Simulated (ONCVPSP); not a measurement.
What one change does to a pseudopotential (vanadium, ONCV)

- Element: vanadium
- Generator: ONCVPSP 4.0.1
- Type: optimised norm-conserving Vanderbilt (ONCV)
- Functional: Wu-Cohen
- Relativity: scalar-relativistic
- Frozen core: [Ne]
- Valence charge: 13
- Reference configuration: 3s2 3p6 3d2 (charge +3)
- Partial waves: 3s: rc 1.50 bohr, ncon 3, nbas 6, qcut 8.6 1/bohr, 2 projectors, debl 3.8 Ha; 3p: rc 1.35 bohr, ncon 3, nbas 7, qcut 12 1/bohr, 3 projectors, debl 3.1 Ha; 3d: rc 2.20 bohr, ncon 4, nbas 9, qcut 7.9 1/bohr, 2 projectors, debl 3.9 Ha; f scattering state at 0.36 Ha: rc 1.75 bohr, ncon 4, nbas 8, qcut 6.7 1/bohr, 2 projectors, debl 2 Ha
- Local potential: polynomial inside 1.30 bohr (lpopt 5, dvloc0 3 Ha)
- Core correction: Teter function, fcfact 5, rcfact 1.4

In the s channel the program set the typed energies aside and used -3.808, 0.250 Ha.

Change: s: rc 1.78. In the s channel the program set the typed energies aside and used -3.808, 0.050 Ha.

Cutoffs: the cutoffs (Ha) at which the residual kinetic energy of the hardest occupied pseudo-wave falls to 1 and 0.1 mHa per electron; they do not see the model core or the augmentation charge, which bear on the density cutoff. Errors are all-electron minus pseudo energies relative to the spin-unpolarised reference configuration.

Q: What does the change do?

A: The potential gets neither clearly harder nor softer (24 Ha and 44 Ha → 23 Ha and 44 Ha); the p channel sets the loose cutoff, while the largest relative change is in s, which becomes softer; of the 4 tests that both files solve, the error grows in 1 and shrinks in 0 by more than 15 % and 0.3 meV (median size 187.1 → 189.1 meV); neither file shows a bound ghost.

```tsv
quantity	base	changed
cutoff, loose	24 Ha	23 Ha
cutoff, tight	44 Ha	44 Ha
loose cutoff by channel	s 24 Ha, p 23 Ha, d 22 Ha	s 16 Ha, p 23 Ha, d 22 Ha
bound ghosts	none	none
GHOST(+) flags under 300 eV	none	none
error for 3s2 3p6 3d3 4s2, meV [ΔE -50.79 eV]	+115	+119
error for 3s2 3p6 3d3 4s1, meV [ΔE -43.03 eV]	+157	+161
error for 3s2 3p6 3d3, meV [ΔE -28.88 eV]	+217	+217
error for 3s1 3p6 3d3 4s2, meV [ΔE 26.47 eV]	-378	-493
p: phases at 1.37 bohr within 0.05 rad from the reference energy up to (Ha; the scan ends near 5)	to the end of the scan	to the end of the scan
d: phases at 2.23 bohr within 0.05 rad from the reference energy up to (Ha; the scan ends near 5)	-0.4	-0.4
f: phases at 1.78 bohr within 0.05 rad from the reference energy up to (Ha; the scan ends near 5)	to the end of the scan	to the end of the scan
rms error of d²Exc/dni dnj with the model core, mHa	2.06	2.56
```
